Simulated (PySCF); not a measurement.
# Magnetisability: SMILES NC/C=C1/CC=C1CN, C7H12N2

Geometry:
```tsv
atom	x (Å)	y (Å)	z (Å)
N1	1.474	-1.629	1.003
C2	1.930	-0.715	-0.047
C3	1.429	0.673	0.237
C4	0.197	1.092	-0.003
C5	-0.511	2.424	0.230
C6	-1.708	1.721	-0.367
C7	-1.054	0.562	-0.567
C8	-1.452	-0.794	-1.049
N9	-1.421	-1.809	-0.001
H10	1.851	-2.558	0.850
H11	1.796	-1.306	1.910
H12	1.517	-1.082	-0.990
H13	3.028	-0.690	-0.140
H14	2.131	1.349	0.709
H15	-0.608	2.719	1.275
H16	-0.115	3.262	-0.345
H17	-2.710	2.060	-0.554
H18	-0.779	-1.123	-1.848
H19	-2.468	-0.748	-1.454
H20	-0.484	-1.853	0.400
H21	-2.051	-1.539	0.748
```

Computed, not measured: GIAO B3LYP/pcSseg-1 magnetisability, rotational g tensor and spin-rotation constants, non-relativistic, gas phase in PySCF 2.14.0. Geometry: GFN2-xTB.

(1) How diamagnetic is it, and how anisotropic?

(2) Split it along the inertial axes a, b, c into diamagnetic and paramagnetic parts about the centre of mass, with the quadrupole moment.

(3) And the rotational g tensor?

## Answers

(1) Isotropic -1310 × 10⁻³⁰ J/T², or -78.9 × 10⁻⁶ cm³/mol; principal values -1529, -1228, -1172 × 10⁻³⁰ J/T², anisotropy 333 × 10⁻³⁰ J/T² (root of half the summed squared differences of the principal values). The susceptibility is in cgs units.

(2) 
```csv
axis,χ (10⁻⁶ cm³/mol),diamagnetic (10⁻⁶ cm³/mol),paramagnetic (10⁻⁶ cm³/mol),summed x² of all electrons (Å²),quadrupole Θ (D Å)
a,-75.0,-713.2,638.2,195.3,+11.08
b,-74.1,-964.7,890.6,136.0,-9.91
c,-87.5,-1405.6,1318.2,32.1,-1.17
```
Anisotropies 2χaa − χbb − χcc = +11.5 and 2χbb − χaa − χcc = +14.4 × 10⁻⁶ cm³/mol. Θ is traceless in Buckingham's convention.

(3) 
| axis | rotational constant (GHz) | g | nuclear part | electronic part |
| --- | --- | --- | --- | --- |
| a | 2.0884 | -0.0273 | 0.5988 | -0.6261 |
| b | 1.4480 | -0.0112 | 0.5947 | -0.6059 |
| c | 0.9502 | -0.0037 | 0.5847 | -0.5884 |

Asymmetric top; isotopes 12C, 1H, 14N; no vibrational averaging.
